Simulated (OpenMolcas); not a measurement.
**How basis sets differ on C3H10OSi (trimethylsilanol)**

C3H10OSi has 15 atoms, charge 0, and is taken as a singlet. As SMILES, `C[Si](C)(C)O`. The coordinates come from a PBE0-D4/def2-TZVP relaxation. This is one conformer, not always the lowest.

```xyz
15

C    -1.7599    0.1911    0.0715
Si    0.0899    0.2010   -0.2047
C     0.9599    0.3703    1.4423
C     0.6393   -1.3395   -1.0932
O     0.5162    1.4481   -1.2134
H    -2.0960    1.1060    0.5683
H    -2.0575   -0.6517    0.7020
H    -2.2967    0.1078   -0.8769
H     0.6646    1.2881    1.9593
H     2.0448    0.3934    1.3113
H     0.7182   -0.4687    2.1013
H     0.4051   -2.2344   -0.5106
H     1.7177   -1.3227   -1.2689
H     0.1422   -1.4270   -2.0624
H     0.3121    2.3381   -0.9259
```

Quantity: the dipole moment, in D. The values are calculated.

```csv
level,kind,program,value (D),CPU time
HF/ANO-L-MB,Hartree–Fock,OpenMolcas,1.43,9 s
HF/ANO-R0 (sfX2C),Hartree–Fock,OpenMolcas,1.13,4.7 s
HF/STO-3G,Hartree–Fock,OpenMolcas,1.26,3.6 s
HF/3-21G,Hartree–Fock,OpenMolcas,1.85,8.4 s
HF/6-31G* (spherical functions),Hartree–Fock,OpenMolcas,1.56,20 s
```

The values span 1.13 to 1.85 D. Magnitudes only. Sets without polarisation functions give poor dipoles. Times are those of the runs behind each value, whatever else they computed, on shared processors of several kinds: orders of magnitude only.
